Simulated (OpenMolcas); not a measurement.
Cu2+ (d9) in a complex was computed by SS-CASPT2, IPEA 0.25 Eh, imaginary shift 0.1 Eh with the d shell active (OpenMolcas, ANO-RCC-VTZP on the metal). Its lowest spin-free states, and all those of the highest spin:

```json
{"2S+1": "2", "Degeneracy": "1", "E (cm-1)": "0"}
{"2S+1": "2", "Degeneracy": "2", "E (cm-1)": "5850"}
{"2S+1": "2", "Degeneracy": "2", "E (cm-1)": "11320"}
```

Problem. Is the site octahedral, tetrahedral or cube-like, axial, or of lower symmetry?

Solution. The states with 2S+1 = 2 have orbital degeneracies 1, 2, 2. There are pairs but no triples, so the site is axial: not cubic, but with a proper or improper axis of order three or more. The run had Cu2+ with 5 ligands (chloride, oxide on the axis) in trigonal bipyramidal coordination (D3h) at 2.41 Å, the axial distance 2.029 Å. A charge of +1 e stands 2.8 Å behind each ligand. Ligand basis ANO-RCC-VDZP.

Roots that are degenerate in the reference are averaged as groups; the widest CASPT2 spread within a group is 81 cm-1 (the 2-fold group of multiplicity 2 near 11300 cm-1 above the lowest state of its run). Shifts and gaps below about the spread of the groups concerned are not significant. Over all roots computed the reference weight is 0.68; a low but even weight reflects the number of correlated electrons. A single d shell leaves out the double-shell effect, which counts most for late 3d ions, where the CASPT2 field can be off either way by tens of per cent. Ligand-to-metal charge-transfer states are missing. Free-ion shares, where given, are those of the reference states; single-state CASPT2 does not remix them. No measured value stands beside these numbers; the geometry was imposed, not optimised, and the real ion may take another.
